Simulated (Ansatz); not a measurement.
Basis-set extrapolation for CH₈BClSi₂ (`[SiH3]C([SiH3])BCl`) (PBE0-D4/def2-TZVP geometry, frozen core, the Gaussian-basis code of Ansatz). Multiplicity 1, RHF reference.

|  | def2-TZVPP | def2-QZVPP |
| --- | --- | --- |
| HF | -1104.679883 | -1104.713631 |
| MP2 correlation | -0.720838 | -0.775492 |
| CCSD(T) correlation | -0.826799 | not run |

Energies in hartree. Use E(X) = E(∞) + A·exp(−7.88·√X) for Hartree–Fock and E(X) = E(∞) + B·X^(−2.97) for correlation, with X = 3 and 4, and add CCSD(T) minus MP2 of the smaller set to the MP2 limit.

**Question.** What is the CCSD(T) energy at the basis-set limit?

**Answer.** HF limit: -1104.713631 + (-0.033748) × 0.13774 = -1104.71828. MP2 limit: -0.775492 + (-0.054654) × 0.74074 = -0.81598. Higher-order term: -0.826799 − (-0.720838) = -0.10596. Total: -1105.64022 hartree, 350.6 kJ/mol below CCSD(T)/def2-TZVPP.
